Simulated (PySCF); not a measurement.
C5H3F5O.
Cartesian coordinates in Å at the PBE0-D3(BJ)/def2-SVP level; atoms count from 1:
```
atom  x, y, z in Å
F1     3.7481   -0.0749    1.2261
C2     2.4528    0.1528    1.0887
C3     1.7533   -0.3070    0.0411
F4     2.3657   -1.0216   -0.9030
C5     0.3381   -0.0736   -0.1423
C6    -0.3228   -0.5633   -1.1991
O7    -1.6490   -0.4121   -1.4939
C8    -2.4575    0.3515   -0.7289
F9    -3.6600    0.3130   -1.2594
F10   -2.0477    1.6169   -0.6820
F11   -2.5279   -0.0937    0.5248
H12    1.9965    0.7394    1.8883
H13   -0.1588    0.5215    0.6249
H14    0.1628   -1.1642   -1.9676
```

Theory: PySCF 2.14.0, PBE0-D3(BJ)/def2-SVP geometry optimisation, gas phase.

Take the most abundant isotopes and a rigid rotor. The values belong to one conformer with, in the numbering `[F:1]/[CH:2]=[C:3]([F:4])/[CH:5]=[CH:6]/[O:7][C:8]([F:9])([F:10])[F:11]`, C2–C3–C5–C6 -179°, C5–C6–O7–C8 4°.

(1) Give the principal moments of inertia and the rotational constants in MHz.

(2) What kind of rotor is it?

(3) Is it planar, by Δ = Ic − Ia − Ib?

(4) Give the other two planar moments, Paa and Pbb, and the rms extents of the mass along the axes.

(5) Where do the levels up to J = 2 lie, in K?

(6) Predict some low-J microwave lines.

Answers

(1) Ia = 168.33, Ib = 1160.77, Ic = 1241.36 u·Å²; 505379 MHz·u·Å²/I gives A = 3002, B = 435.4, C = 407.1 MHz.

(2) A near-prolate asymmetric top: κ = (2 × 435.4 − 3002 − 407.1)/(3002 − 407.1) = -0.98.

(3) Not planar: Δ = Ic − Ia − Ib = -87.74 u·Å². For a rigid frame Δ = −2 Σ m c², so Σ m c² = 43.87 u·Å² lies off the ab plane: 0.00 from hydrogen and 43.87 from heavier atoms. The atom farthest from that plane is 1.12 Å away.

(4) Paa = Σ m a² = (Ib + Ic − Ia)/2 = 1116.90 and Pbb = Σ m b² = (Ia + Ic − Ib)/2 = 124.46 u·Å². With the mass M = 174.01 u, the rms extents √(P/M) along a, b and c are 2.53, 0.85, 0.50 Å.

(5) Above 0(0,0), as E/k:
J = 1: 1(0,1) 0.040, 1(1,1) 0.164, 1(1,0) 0.165
J = 2: 2(0,2) 0.121, 2(1,2) 0.243, 2(1,1) 0.247, 2(2,1) 0.617, 2(2,0) 0.617
The levels of one J sum to (2J + 1)J(J + 1)(A + B + C)/3.

(6) The dipole components are |μa| = 0.35 D, |μb| = 0.91 D, |μc| = 0.05 D. Intensities carry the squares of the components, which stand as 0.15 : 1.00 : 0.00 (a : b : c). Some lines, for components of 0.1 D or more:

```csv
type,branch,"J(Ka,Kc)",MHz,lower level (cm⁻¹)
a,R,"1(0,1) ← 0(0,0)",842,0.000
a,R,"3(0,3) ← 2(0,2)",2527,0.084
a,R,"3(2,2) ← 2(2,1)",2527,0.429
b,Q,"1(1,0) ← 1(0,1)",2595,0.028
a,R,"4(3,2) ← 3(3,1)",3370,0.943
b,R,"3(1,3) ← 2(0,2)",5024,0.084
b,Q,"3(2,1) ← 3(1,2)",7660,0.258
b,Q,"4(2,3) ← 4(1,4)",7885,0.362
b,R,"2(2,1) ← 1(1,0)",9414,0.115
b,R,"3(2,1) ← 2(1,2)",10314,0.169
b,Q,"4(3,1) ← 4(2,2)",12902,0.626
b,R,"3(3,1) ← 2(2,0)",15433,0.429
b,R,"4(3,2) ← 3(2,1)",16275,0.513
b,Q,"4(4,1) ← 4(3,2)",18067,1.056
b,R,"4(4,1) ← 3(3,0)",21437,0.943
```

No PBE0-D3(BJ)/def2-SVP frequencies stand behind this structure, so it isn't proved a minimum. These are rigid-rotor constants of the computed structure; measured ground-state constants (B0) also hold zero-point vibration.
